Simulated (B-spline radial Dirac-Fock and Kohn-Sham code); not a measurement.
# Neutral krypton: differential elastic cross section for positrons at 245 eV

Model: relativistic (Dirac) partial waves in the static field of the Dirac-Fock atom, without polarisation or absorption potentials. Program: a radial finite-basis atomic code. Below a few hundred eV the neglected polarisation potential matters, most of all at small angles.

| θ (°) | dσ/dΩ (a₀²/sr) |
| --- | --- |
| 0 | 38.0 |
| 0.5 | 38.0 |
| 1 | 37.8 |
| 2 | 37.2 |
| 4 | 34.8 |
| 8 | 27.0 |
| 12 | 18.2 |
| 16 | 11.1 |
| 24 | 3.86 |
| 32 | 1.69 |
| 45 | 0.728 |
| 60 | 0.350 |
| 75 | 0.197 |
| 90 | 0.127 |
| 105 | 0.0899 |
| 120 | 0.0693 |
| 135 | 0.0572 |
| 150 | 0.0501 |
| 165 | 0.0464 |
| 180 | 0.0453 |

The total elastic cross section is 10.9 a₀², the first transport cross section 1.89 a₀² and the second, weighted with (3/2) sin²θ, 3.46 a₀². The mean deflection is ⟨1 − cos θ⟩ = 0.174, and 4.3 % of the collisions scatter beyond 90°.

Values without a named source are computed, but for edge energies of neutral atoms, which are taken from tables.
